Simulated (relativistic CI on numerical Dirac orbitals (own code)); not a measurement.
Mn4+ in a cubic cluster: 1s photoemission with charge transfer

Computed with a charge-transfer multiplet model of a cubic metal-ligand cluster with up to 2 ligand holes, Slater and spin-orbit integrals from Dirac-Coulomb-Breit ions, Slater integrals scaled by 0.8. The ground state mixes d3 with configurations of k ligand holes L, whose averages lie at kΔ + k(k − 1)U_dd/2; a core hole lowers each added d electron by U_cd. 300 K, Lorentzian 1.1 eV and Gaussian 0.6 eV FWHM.

Atomic integrals in eV (Slater integrals scaled, ζ unscaled), ground: F2dd 9.878, F4dd 6.215, zeta_d 0.050; with the core hole: F2dd 11.163, F4dd 7.049, zeta_d 0.073, G2cd 0.062.

Cluster parameters (eV): Δ = 0.1, U_cd = 8.6, 10Dq = 0.2, 10Dq(ligand) = 1, V(eg) = 3.5, V(t2g) = -1.65, final-state hopping factor = 1.

| Case | n_d | d3 | d4L | d5L2 | S |
| --- | --- | --- | --- | --- | --- |
| U_dd = 4.7 eV | 3.99 | 0.23 | 0.55 | 0.22 | 1.50 |
| U_dd = 5.4 eV | 3.97 | 0.24 | 0.56 | 0.21 | 1.50 |
| U_dd = 6.8 eV | 3.93 | 0.25 | 0.57 | 0.18 | 1.50 |

Weights, n_d and S are thermal averages at 300 K. Binding energies count from the first peak over 30 % of the highest in each spectrum, which can be another peak from case to case. The parameters are a model scan and need not match a compound or its usual spin state. Peaks in eV (height, largest 100):
- U_dd = 4.7 eV: 0.0 (100), 4.7 (9), 16.3 (12)
- U_dd = 5.4 eV: 0.0 (100), 4.9 (9), 16.3 (11)
- U_dd = 6.8 eV: 0.0 (100), 5.1 (7), 16.2 (10)

Curve for U_dd = 5.4 eV (points under 2 left out, the grid thinned):

```csv
E (eV),Intensity
-3.6,2.7
-3.3,3.2
-2.9,4.1
-2.6,5.0
-2.3,6.3
-2.0,8.3
-1.6,12.5
-1.3,18.1
-1.0,28.0
-0.7,45.6
-0.3,81.7
0.0,100.0
0.3,90.1
0.7,53.6
1.0,32.9
1.3,20.9
1.6,14.2
2.0,9.3
2.3,7.2
2.6,5.8
2.9,4.9
3.3,4.3
3.6,4.2
3.9,4.5
4.3,6.0
4.6,7.7
4.9,8.6
5.2,7.5
5.6,4.8
5.9,3.3
6.2,2.5
14.8,2.1
15.2,3.4
15.5,5.3
15.8,8.0
16.2,11.0
16.5,10.5
16.8,8.1
17.1,5.5
17.5,3.3
17.8,2.6
18.1,2.4
18.4,2.5
18.8,2.5
19.1,2.1
```

For the case U_dd = 6.8 eV, Δ = 0.1 eV is smaller than U_dd = 6.8 eV, the charge-transfer side of the Zaanen-Sawatzky-Allen scheme. With the core hole the average of the configuration with one ligand hole lies at Δ − U_cd = -8.5 eV before mixing: the effective hopping of about 6.8 eV (from the holes of the mixed ground state) is comparable with this gap or larger, so the configurations mix strongly.

With at most 2 ligand holes the space is cut while the next configuration still counts, so covalency is underestimated, and a final configuration with one more ligand hole, which can lie low, is missing from the spectra.
